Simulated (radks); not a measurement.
Ir63+, configuration [Ne] 3s2 3p2 (the NIST ground configuration).

All-electron calculation, Dirac Kohn-Sham, BLYP, spin-unpolarised, spherical densities, finite nucleus; open shells fill j = l - 1/2 first; Fermi nuclear charge, rms radius 5.4032 fm. Program: a radial shooting solver on a logarithmic mesh with Libxc functionals.

Energy parts (eV):
part                      energy
total                 -359657.55
kinetic                424263.61
electron-nucleus      -811557.50
Hartree                 32175.11
exchange-correlation    -4538.76

Orbitals (lengths in bohr, moments of r in powers of bohr; r(90%) holds 90 % of the orbital's charge):
\begin{tabular}{lrrrrr}
orbital & occ. & eigenvalue (eV) & r(90%) & <1/r> & small-component weight \\ \hline
1s1/2 & 2 & -81265.35 & 0.0318 & 92.17 & 8.50e-02 \\
2s1/2 & 2 & -18326.30 & 0.113 & 22.85 & 1.98e-02 \\
2p1/2 & 2 & -17838.56 & 0.0986 & 22.76 & 1.98e-02 \\
2p3/2 & 4 & -16168.72 & 0.109 & 18.82 & 1.78e-02 \\
3s1/2 & 2 & -7406.018 & 0.255 & 9.175 & 7.79e-03 \\
3p1/2 & 2 & -7228.279 & 0.245 & 9.096 & 7.71e-03 \\
3p3/2 & 0 & -6782.136 & 0.261 & 8.023 & 7.20e-03 \\
3d3/2 & 0 & -6550.020 & 0.229 & 7.882 & 6.97e-03 \\
3d5/2 & 0 & -6444.926 & 0.234 & 7.632 & 6.84e-03 \\
4s1/2 & 0 & -3967.373 & 0.466 & 4.778 & 3.97e-03 \\
\end{tabular}

The highest occupied level is 3p1/2 at -7228.3 eV. For comparison, the ionisation energy in NIST's Atomic Spectra Database is 7274 eV (theoretical). In exact Kohn-Sham theory the highest level is minus the ionisation energy, but local and semilocal functionals leave it too shallow, through self-interaction and a potential that decays too fast; potentials with the right tail come closer. The electron density at the nucleus is 1.823e+06 e/bohr^3.

Beside tabulated values, note that spin-unpolarised runs miss the spin-polarisation part of the exchange energy of open shells.
